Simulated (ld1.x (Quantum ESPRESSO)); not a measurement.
**LDA (PZ) TM dataset for Yb, non-relativistic all-electron reference.**

Yb, norm-conserving Troullier–Martins (Kleinman–Bylander form), made with ld1.x (Quantum ESPRESSO) 7.5 (LDA (PZ), non-relativistic). Core [Kr] 4d10, reference 4f14 5s2 5p6 5d0 6s1 6p1. Waves: 5p (bound): rc 2.50 bohr; 5d (bound, empty): rc 2.80 bohr; 4f (bound): rc 0.90 bohr; 5s (bound): rc 1.95 bohr. Local part: the s channel. Core correction: none.

Occupied shells without a wave of their own: 6p, 6s. They enter only through the test configuration that unscreens the potential.

Problem. Does this generation succeed?

Solution. No. ld1.x (Quantum ESPRESSO) 7.5 stopped with "run_pseudo: Errors in PS-KS equation": the pseudo-atom solver did not find the valence states with the expected number of nodes, which is the usual sign of a ghost state. Before that it printed "Warning: n=4, l=3 expected 0 nodes, found 1".
